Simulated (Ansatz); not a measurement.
Cu2Ag7⁻. The state is a triplet with charge -1. Geometry PBE0-D4/def2-SVP, that of the neutral doublet; atoms count from 1.

```
atom   x (Å)   y (Å)   z (Å)
 Ag1   0.985  -1.739  -0.521
 Ag2  -2.572   0.881   0.376
 Ag3  -0.514   1.488   2.252
 Ag4   2.495   0.792  -0.833
 Ag5   1.639  -0.202   1.691
 Ag6   0.441   0.154  -2.709
 Ag7  -1.619  -1.167  -1.267
 Cu8  -0.017   0.769  -0.234
 Cu9  -0.838  -0.975   1.245
```

In the def2 sets Ag takes a core potential; there is no spin–orbit coupling. The structure comes from a short search, and lower isomers may exist.

Q: Estimate the Mulliken populations from the PBE0/def2-SVP orbitals of Ansatz.

A: 
```json
{"atom": "Ag1", "charge (e)": "-0.24", "spin (α − β)": "0.14", "d electrons": "9.87"}
{"atom": "Ag2", "charge (e)": "-0.22", "spin (α − β)": "0.37", "d electrons": "9.89"}
{"atom": "Ag3", "charge (e)": "-0.23", "spin (α − β)": "0.38", "d electrons": "9.89"}
{"atom": "Ag4", "charge (e)": "-0.15", "spin (α − β)": "0.34", "d electrons": "9.90"}
{"atom": "Ag5", "charge (e)": "0.03", "spin (α − β)": "0.09", "d electrons": "9.89"}
{"atom": "Ag6", "charge (e)": "-0.15", "spin (α − β)": "0.34", "d electrons": "9.90"}
{"atom": "Ag7", "charge (e)": "0.03", "spin (α − β)": "0.09", "d electrons": "9.89"}
{"atom": "Cu8", "charge (e)": "-0.09", "spin (α − β)": "0.17", "d electrons": "9.68"}
{"atom": "Cu9", "charge (e)": "0.03", "spin (α − β)": "0.08", "d electrons": "9.75"}
```
Mulliken values depend strongly on the basis.

Q: Where does the spin sit?

A: Summed by element: Ag 1.74, Cu 0.26, of 2 unpaired in all. Largest on single atoms: Ag3 0.38, Ag2 0.37, Ag6 0.34.

Q: And the Mayer bond orders between heavy atoms (over 0.3)?

A: Ag1–Ag4 0.37 (2.96 Å); Ag1–Ag6 0.38 (2.94 Å); Ag1–Ag7 0.30 (2.77 Å); Ag1–Cu8 0.32 (2.72 Å); Ag1–Cu9 0.40 (2.65 Å); Ag2–Ag3 0.33 (2.85 Å); Ag2–Ag7 0.33 (2.79 Å); Ag2–Cu8 0.41 (2.63 Å); Ag2–Cu9 0.35 (2.68 Å); Ag3–Ag5 0.33 (2.79 Å); Ag3–Cu8 0.41 (2.63 Å); Ag3–Cu9 0.35 (2.68 Å); Ag4–Ag5 0.35 (2.84 Å); Ag4–Ag6 0.31 (2.85 Å); Ag4–Cu8 0.43 (2.58 Å); Ag5–Cu9 0.33 (2.63 Å); Ag6–Ag7 0.35 (2.84 Å); Ag6–Cu8 0.42 (2.59 Å); Ag7–Cu9 0.33 (2.64 Å); Cu8–Cu9 0.34 (2.43 Å).
